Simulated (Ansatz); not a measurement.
InF3. Charge 0, multiplicity 1. Geometry relaxed at PBE0-D4/def2-TZVP.

```xyz
4

In    0.000    0.000    0.000
F    -0.648   -0.741    1.646
F     0.944    1.669    0.007
F    -0.296   -0.929   -1.653
```

In the def2 sets In takes a core potential; there is no spin–orbit coupling.

Estimate the harmonic wavenumbers at RKS PBE0-D4/def2-TZVP (Ansatz, unscaled). Is this a minimum?

122, 122, 144, 604, 637, 638 cm⁻¹. Yes, no mode is imaginary beyond noise. Zero-point energy 13.6 kJ/mol. Hardware: 4 threads of Arm Neoverse V2 on a shared host. Wall time 20 s.
